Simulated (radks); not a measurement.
Question: Neutral lutetium, 71 electrons, occupied as [Xe] 4f14 5d1 6s2. All-electron calculation, Dirac Kohn-Sham, PBE, spin-unpolarised, spherical densities, finite nucleus; open shells fill j = l - 1/2 first; Fermi nuclear charge, rms radius 5.37 fm. Program: a radial shooting solver on a logarithmic mesh with Libxc functionals.

Spin-orbit splittings of the eigenvalues, e(l+1/2) - e(l-1/2), with zeta = 2 splitting/(2l+1) and mean radii in bohr:

| shell | occ. | splitting (eV) | zeta (eV) | <r> j=l-1/2 | <r> j=l+1/2 |
|---|---|---|---|---|---|
| 2p | 6 | 1117 | 745.0 | 0.06740 | 0.07502 |
| 3p | 6 | 238.4 | 158.9 | 0.2020 | 0.2162 |
| 3d | 10 | 52.04 | 20.82 | 0.1898 | 0.1942 |
| 4p | 6 | ? | ? | 0.4850 | 0.5176 |
| 4d | 10 | 9.900 | 3.960 | 0.5409 | 0.5524 |
| 4f | 14 | 1.522 | 0.4349 | 0.7165 | 0.7329 |
| 5p | 6 | 6.869 | 4.579 | 1.317 | 1.431 |
| 5d | 1 | 0.3120 | 0.1248 | 2.852 | 3.038 |
| 6p | 0 | 0.3199 | 0.2133 | 5.077 | 5.564 |

Estimate the 4p splitting.

Answer: 54.23 eV (zeta = 36.15 eV).
